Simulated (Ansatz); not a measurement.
A nudged elastic band was laid between two geometries of CH$_{7}$AsBOSb (12 atoms, charge 0, multiplicity 1).

Theory: RKS PBE0/def2-SVP in Ansatz.

* movable images: 5
* climbing image: yes
* spring: 5.0 eV/Å²
* optimiser: quadratic models (default)
* start path: through a guess of the saddle point
* force threshold: 0.03 eV/Å
* iteration limit: 38
* end points: relaxed

First end point:

```xyz
12
Properties=species:S:1:pos:R:3
B -0.744 2.178 1.785
As -1.125 0.342 1.190
C 0.211 -0.032 -0.223
O 0.119 -1.379 -0.559
Sb 1.015 -2.006 -2.253
H 0.401 2.541 1.918
H -1.647 2.870 2.187
H -2.382 0.529 0.363
H 0.030 0.649 -1.077
H 1.189 0.243 0.221
H 2.539 -2.380 -1.530
H 0.472 -3.610 -1.987
```

Last end point:

```xyz
12
Properties=species:S:1:pos:R:3
B -0.748 2.180 1.786
As -1.119 0.343 1.190
C 0.215 -0.030 -0.226
O 0.120 -1.376 -0.562
Sb 1.015 -2.009 -2.254
H -1.655 2.867 2.189
H 0.395 2.548 1.923
H -2.378 0.521 0.364
H 0.034 0.652 -1.079
H 1.194 0.244 0.217
H 2.537 -2.386 -1.529
H 0.466 -3.610 -1.985
```

Task: Which bonds break or form, and what moves?

Result: No bond is made or broken. The dihedral H6–B1–As2–C3 goes from -41 to 149°. The two ends are copies of one structure, up to a mirror image or an exchange of like atoms.

Task: What energy profile does the band end with?

Result: It converged. The highest image is number 3 of 0 to 6, 38.5 kJ/mol above the ends, which have the same energy within 2 meV. A vibrational analysis at the climbing image gives one clearly imaginary mode, 296i cm⁻¹: a first-order saddle point.

| image | path coordinate (Å) | energy (kJ/mol) | dihedral H6–B1–As2–C3 (°) |
| --- | --- | --- | --- |
| 0 | 0.00 | 0.0 | -41 |
| 1 | 0.91 | 5.3 | -23 |
| 2 | 1.83 | 24.5 | 15 |
| 3 | 2.74 | 38.5 | 54 |
| 4 | 3.57 | 26.5 | 91 |
| 5 | 4.40 | 5.3 | 129 |
| 6 | 5.23 | 0.0 | 149 |

Task: What is the geometry of the highest image?

Result: 
```xyz
12
Properties=species:S:1:pos:R:3:forces:R:3
B -0.803 2.151 1.637 0.00 0.00 0.00
As -1.292 0.187 1.256 0.00 0.00 0.00
C 0.220 -0.099 -0.045 0.00 0.00 0.01
O -0.047 -1.301 -0.686 0.00 0.00 0.00
Sb 1.166 -1.864 -2.198 0.00 0.00 0.00
H -0.679 2.949 0.736 0.00 0.00 0.00
H -0.611 2.525 2.770 0.00 0.00 -0.01
H -2.256 0.601 0.141 0.00 0.00 0.00
H 0.285 0.768 -0.732 0.00 0.00 0.00
H 1.152 -0.128 0.554 0.00 0.00 0.00
H 2.459 -2.408 -1.187 0.00 0.00 0.00
H 0.483 -3.437 -2.211 0.00 0.00 0.00
```

Task: What are the harmonic wavenumbers there?

Result: 296i, 35, 47, 77, 98, 154, 190, 544, 569, 573, 590, 653, 659, 701, 765, 842, 912, 933, 1131, 1167, 1241, 1286, 1485, 1913, 1974, 2178, 2573, 2683, 2985, 3046 cm⁻¹.

The band took 16 iterations and roughly 16 core-minutes.

Time of the run: 8.3 min on 2 threads of Arm Neoverse V1 (shared host), peak memory 0.48 GiB.
